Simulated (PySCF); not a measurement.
## Calculated data, AlBH₅OSi, CH₇AlBN, C₂H₇AlN

Calculation on a computer-drawn molecule: the log of a Hartree-Fock and frozen-core CCSD(T) single point meant for a local Hartree-Fock minimum, with one planted fault or none, to be diagnosed. Offsets are logged minus clean, where the clean run is the same molecule without the fault. The reference is restricted for singlets and unrestricted otherwise, and also for a bond in bohr or an excited solution. Adding or removing an electron swaps singlet and doublet. The excited solution moves the top pair (singlet) or top alpha electron (doublet) to the lowest empty orbital. Highest occupied and lowest empty are orbital energies over both spins, largest force is the largest gradient component, triples share is (T) over the correlation energy, the T1 limit is 0.02 restricted and 0.045 unrestricted, electrons count all cores, a negative frequency is imaginary (commonest isotopes), and the dipole is about the centre of nuclear charge. Program: PySCF 2.14.0.

Common to all runs: meant basis cc-pV(D+d)Z; logged SCF converged yes; logged CC converged yes; logged SCF stable within its kind yes; possible faults no fault, one electron removed, one electron added, multiplicity raised by two, geometry at a saddle point, SCF held on an excited solution, minimal basis STO-3G, one bond length entered in bohr, all coordinates scaled.

(1) AlBH₅OSi

Logged structure:
```xyz
9
AlBH5OSi
O     -1.7516     1.9052    -2.7244
Al    -0.8244     0.9495    -1.8304
B      0.4036    -0.3362    -0.5698
Si    -0.0763    -0.6346     1.4045
H     -2.2877     2.4640    -3.2606
H      1.3017    -0.8143    -1.1923
H     -1.3256    -1.4274     1.3597
H      1.9822    -1.9791     2.7023
H     -0.3369     0.6944     1.9973
```

| Quantity | Value |
| --- | --- |
| meant charge | 1 |
| meant multiplicity | 1 |
| logged electrons | 44 |
| logged basis functions | 99 |
| logged spin squared | 0.851 |
| logged highest occupied | -13.129 eV |
| logged lowest empty | -4.9265 eV |
| logged largest force | 0.0073894 hartree/bohr |
| logged T1 diagnostic | 0.043495 |
| logged D1 diagnostic | 0.1825 |
| logged triples share | 0.030781 |
| logged dipole magnitude | 3.8702 debye |
| logged energy HF | -632.97096 hartree |
| logged energy CCSD(T) | -633.42645 hartree |
| planted fault | one bond length entered in bohr, row 7 of the drawn bonds |
| HF energy offset from clean run | 70.04 kcal/mol |
| CCSD(T) energy offset from clean run | 77.5 kcal/mol |

Drawn bonds:
```csv
atom,other atom,order
1,2,1
2,3,1
3,4,1
1,5,1
3,6,1
4,7,1
4,8,1
4,9,1
```

(2) CH₇AlBN

Logged structure:
```xyz
11
CH7AlBN
B      0.8905     1.3861     3.1137
Al     0.0715     0.2180     1.4987
C      1.1848    -0.5109     0.0119
N      0.5197    -1.3004    -1.0454
H      0.9786     2.5879     3.0721
H      1.2930     0.8934     4.1380
H     -1.4918    -0.0961     1.4604
H      1.7260     0.3107    -0.4769
H      1.9936    -1.1269     0.4282
H     -0.2065    -0.7525    -1.4766
H      0.0423    -2.0869    -0.6368
```

| Quantity | Value |
| --- | --- |
| meant charge | 0 |
| meant multiplicity | 1 |
| logged electrons | 38 |
| logged basis functions | 100 |
| logged spin squared | 0 |
| logged highest occupied | -8.938 eV |
| logged lowest empty | 1.3806 eV |
| logged largest force | 1.831e-05 hartree/bohr |
| logged lowest frequency | 43.063 cm⁻¹ |
| logged T1 diagnostic | 0.011281 |
| logged D1 diagnostic | 0.035799 |
| logged triples share | 0.02565 |
| logged dipole magnitude | 0.90995 debye |
| logged energy HF | -362.93266 hartree |
| logged energy CCSD(T) | -363.46567 hartree |

Drawn bonds:
```csv
atom,other atom,order
1,2,1
2,3,1
3,4,1
1,5,1
1,6,1
2,7,1
3,8,1
3,9,1
4,10,1
4,11,1
```

(3) C₂H₇AlN

Logged structure:
```xyz
11
C2H7AlN
C     -1.5425    -1.8510     1.1619
C     -1.4272    -0.3273     0.9933
Al     0.0386     0.3168    -0.1891
N      1.0965    -0.8821    -0.9578
H     -0.6308    -2.2788     1.5889
H     -1.7152    -2.3500     0.2039
H     -2.3694    -2.1270     1.8234
H     -2.3720     0.0786     0.6075
H     -1.3002     0.1488     1.9748
H      1.8626    -0.6695    -1.5694
H      1.0249    -1.8782    -0.8505
```

| Quantity | Value |
| --- | --- |
| meant charge | 0 |
| meant multiplicity | 2 |
| logged electrons | 39 |
| logged basis functions | 100 |
| logged spin squared | 0.7547 |
| logged highest occupied | -7.6599 eV |
| logged lowest empty | 1.6924 eV |
| logged largest force | 2.886e-05 hartree/bohr |
| logged lowest frequency | 58.288 cm⁻¹ |
| logged T1 diagnostic | 0.013485 |
| logged D1 diagnostic | 0.044684 |
| logged triples share | 0.027488 |
| logged dipole magnitude | 0.775 debye |
| logged energy HF | -376.19401 hartree |
| logged energy CCSD(T) | -376.77012 hartree |

Drawn bonds:
```csv
atom,other atom,order
1,2,1
2,3,1
3,4,1
1,5,1
1,6,1
1,7,1
2,8,1
2,9,1
4,10,1
4,11,1
```

Q: Which fault was planted in the run of CH₇AlBN (entry 2)?
A: no fault

Q: C₂H₇AlN (entry 3): planted fault?
A: no fault

Further results for CH₇AlBN (entry 2):

| Property | Result |
| --- | --- |
| HF energy offset from clean run | 0 kcal/mol |
| CCSD(T) energy offset from clean run | 0 kcal/mol |

Further results for C₂H₇AlN (entry 3):

| Item | Value |
| --- | --- |
| HF energy offset from clean run | 0 kcal/mol |
| CCSD(T) energy offset from clean run | 0 kcal/mol |
